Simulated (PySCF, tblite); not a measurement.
# Complex of CH3NSi and water

A gas-phase complex of CH3NSi and water; neutral, singlet. The structure comes from a short search (6 tight-binding starts) and was relaxed by PBE0-D3(BJ)/def2-SVPD; another way of binding may lie lower. Frequencies by PBE0-D3(BJ)/def2-SVPD show no clear imaginary mode.

Parts: 1 = CH3NSi (N#C[SiH3]), atoms 1–6; 2 = water (O), atoms 7–9.

```xyz
9

Si    0.432   -0.205    0.396
C    -0.905    0.391   -0.761
N    -1.724    0.720   -1.514
H     0.375    0.697    1.579
H     0.115   -1.601    0.780
H     1.735   -0.060   -0.299
O     0.273   -1.879   -2.202
H    -0.497   -1.398   -2.525
H     0.938   -1.774   -2.887
```
(Å; atoms numbered from 1)

Contacts between parts, classed by geometry: H4–Si1···O7 3.094 Å (tetrel bond, 173°).

Interaction energies are complex less parts, with the parts frozen as they stand in it; counterpoise-corrected, in kcal/mol (PySCF).

How strongly do the parts interact, level by level?


```json
{"level": "wB97M-D3(BJ)/def2-TZVPD", "interaction": "-5.03", "superposition error removed": "-0.10"}
{"level": "PBE0-D3(BJ)/def2-TZVPD", "interaction": "-4.78", "superposition error removed": "-0.10"}
```

What holds them together? Decompose the wB97M-D3(BJ)/def2-TZVPD energy: frozen parts, their antisymmetrised product, then relaxation.

electrostatic -7.9, Pauli repulsion +6.8, orbital relaxation -2.5, dispersion correction -1.5 kcal/mol, which sum to the value before the counterpoise correction; the Pauli term holds the exchange-correlation of the frozen density too. Of the attraction, 67 % is electrostatic, 21 % is orbital relaxation, 12 % is dispersion correction.

The parts were also relaxed and run alone, at the levels used for the complex: shieldings by PBE0/pcSseg-2; core levels by delta-SCF with SCAN, pcX-2 on the ionised atom and pcseg-1 elsewhere, spin-free X2C (2p3/2 is the spin-free 2p value less a third of a first-order spin-orbit splitting).

What does binding change?


```csv
property,alone,in the complex,change
H4–Si1 bond (Å),1.486,1.489,+0.003
shielding of Si1 (ppm),440.3,436.9,-3.4
shielding of O7 (ppm),328.9,302.3,-26.6
shielding of H4 (ppm),27.11,27.24,+0.12
Si1 2p3/2 core level (eV),108.35,107.99,-0.36
C2 1s core level (eV),292.12,292.01,-0.11
O7 1s core level (eV),539.76,539.72,-0.03
```

The core-hole state of C2 is spin-contaminated (⟨S²⟩ 0.83 against 0.75 for a pure doublet), so that value and differences from it are less sure.

The 5 runs behind this took 7.9 min in all, one thread each of Arm Neoverse V1 on a shared host, launched as `OMP_NUM_THREADS=1 python cluster_run.py task.json out`.
